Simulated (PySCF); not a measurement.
# C7H9O: g tensor and hyperfine couplings

C7H9O (doublet state).
Z-matrix (Å and degrees, GFN2-xTB geometry), rows numbered from 1:
```
C 
C   1  1.3288
C   2  1.4963  1  123.43
C   2  1.4720  1  120.39  3   179.85
C   4  1.2922  2  125.65  1   179.50
C   5  1.3921  4  169.76  2     7.77
C   6  1.5199  5  114.57  4   -99.35
O   6  1.2313  5  122.97  4    81.35
H   1  1.0769  2  122.39  3   179.83
H   1  1.0767  2  121.34  3    -0.33
H   3  1.0866  2  110.84  1     4.55
H   3  1.0889  2  110.08  1   125.52
H   3  1.0898  2  110.11  1  -115.98
H   4  1.0873  2  114.49  1    -0.33
H   7  1.0877  6  110.75  5    50.39
H   7  1.0865  6  109.19  5   171.62
H   7  1.0888  6  109.33  5   -68.87
```

The hyperfine couplings belong to this conformer and change with its torsions.

As a line formula: `C=C(C)/C=[C]\C(C)=O` [radical].

Level of theory: UKS B3LYP, pcH-1 on C H O, non-relativistic, mean-field spin-orbit, GIAO (PySCF 2.14.0). Isolated species at its GFN2-xTB geometry (one conformer only). The geometry wasn't refined by DFT: couplings that depend on bond lengths, twists or pyramidal angles can differ widely from those at the functional's own minimum. No stability test was run, so a lower SCF solution isn't excluded.

```
g1, g2, g3                      : 2.00200, 2.00419, 2.00827
g_iso                           : 2.00482
Form of g                       : rhombic: the two nearest values differ by 35 % of g3 − g1
⟨S²⟩                            : 0.7688 (exact 0.7500)
HOMO–LUMO gap, α and β orbitals : 5.52, 3.37 eV
```

Isotropic coupling and dipolar principal values T1 to T3, in G; ρ(0) is the spin density at the nucleus (MHz turned into gauss with g_iso; 10 G = 1 mT):

| atom | isotope | a_iso | T1 | T2 | T3 | Mulliken spin population | ρ(0) (bohr⁻³) |
| --- | --- | --- | --- | --- | --- | --- | --- |
| C1 | 13C | -1.4 | -2.4 | 0.8 | 1.6 | -0.04 | -0.0036 |
| C2 | 13C | 22.5 | -2.5 | -0.8 | 3.3 | 0.07 | 0.0562 |
| C3 | 13C | -0.6 | -0.4 | 0.0 | 0.3 | 0.00 | -0.0014 |
| C4 | 13C | -15.5 | -4.6 | 1.4 | 3.2 | -0.13 | -0.0387 |
| C5 | 13C | 26.4 | -24.4 | -17.9 | 42.2 | 0.82 | 0.0659 |
| C6 | 13C | -13.4 | -4.7 | 1.0 | 3.6 | -0.11 | -0.0333 |
| C7 | 13C | -0.5 | -0.4 | -0.1 | 0.5 | 0.00 | -0.0013 |
| O8 | 17O | -8.1 | -36.7 | 18.1 | 18.6 | 0.33 | 0.0375 |
| H9 | 1H | 0.9 | -0.7 | -0.5 | 1.2 | 0.00 | 0.0006 |
| H10 | 1H | 2.4 | -0.4 | -0.2 | 0.6 | 0.00 | 0.0015 |
| H11 | 1H | -0.2 | -0.5 | -0.4 | 0.9 | 0.00 | -0.0002 |
| H12 | 1H | 0.8 | -1.2 | -0.8 | 2.0 | 0.00 | 0.0005 |
| H13 | 1H | 0.9 | -0.9 | -0.8 | 1.7 | 0.00 | 0.0006 |
| H14 | 1H | 49.7 | -1.7 | -1.1 | 2.8 | 0.06 | 0.0312 |
| H15 | 1H | -0.2 | -1.1 | -0.8 | 1.9 | 0.00 | -0.0001 |
| H16 | 1H | -0.1 | -0.8 | -0.4 | 1.2 | 0.00 | -0.0001 |
| H17 | 1H | 1.6 | -1.1 | -0.6 | 1.7 | 0.00 | 0.0010 |

Largest spin populations (Mulliken): C5 (+0.82), O8 (+0.33), C4 (-0.13) and C6 (-0.11). The positive populations add up to 1.29 and the negative ones to -0.29, together 2S = 1.

Axes: g3 points within 4° of the C6–O8 bond.

Under fast tumbling the dipolar parts average out, and these isotropic splittings remain: 1 × 1H (H14, I = 1/2, 2 lines) with 4.97 mT, 1 × 1H (H10, I = 1/2, 2 lines) with 0.24 mT, 1 × 1H (H9, I = 1/2, 2 lines) with 0.09 mT, 3 × 1H (H11/H12/H13, I = 1/2, 4 lines) with 0.05 mT and 3 × 1H (H15/H16/H17, I = 1/2, 4 lines) with 0.04 mT.

Nuclei that the bonding pattern makes equivalent are averaged, as if the motion that swaps them (rotation, inversion, ring flip) were fast.

The 17O coupling of O8 (-22.7 MHz) shows only in satellite lines or after enrichment, since that isotope makes up about 0.038 % of natural oxygen.

The 13C coupling of C5 (74.1 MHz) shows only in satellite lines or after enrichment, since that isotope makes up about 1.07 % of natural carbon.

The run took 77 s of wall time (with the writing of density and orbital grids) on one thread, AMD EPYC 7R43 (x86_64), no GPU, shared host with 256 logical CPUs at a one-minute load of 74, and the process peaked at 0.96 GiB of memory.
